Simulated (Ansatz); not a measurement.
`FCC#CC(F)F` + fluoromethane → `FCC#CCF` + difluoromethane  (formal exchange of groups at a C–C bond)

Computed with Ansatz on PBE0-D4/def2-TZVP structures; ΔE is electronic, products minus reactants. CCSD(T)/CBS adds triple-zeta CCSD(T) − MP2 to the extrapolated MP2 energy (def2 sets, frozen cores). This one scheme is used for every species. Functionals use def2-TZVPP. B3LYP here is the variant with VWN-RPA as its local correlation; programs differ in this.

```
  level  ΔE (kcal/mol)
  B3LYP           -2.4
r2SCANh           -2.2
```

What does CCSD(T)/CBS give? (An estimate is asked.)

Ansatz gave: -2.0 kcal/mol. The listed levels differ from it by -0.4, -0.2 kcal/mol.

Largest T1 diagnostic among the species: 0.012.

In def2-TZVPP, CCSD(T) changes the Hartree–Fock value by +0.9 kcal/mol (the triples alone add +0.2 kcal/mol) and MP2 by +0.8 kcal/mol. Leaving LDA and LC-ωPBE aside and taking each functional with its dispersion term where it has one, the values, not all of them listed here, spread over 0.8 kcal/mol, from HSE06-D4 to B97M-V. At CCSD(T), def2-SVP lies +1.0 kcal/mol from the extrapolated value and def2-TZVPP +0.1 kcal/mol.
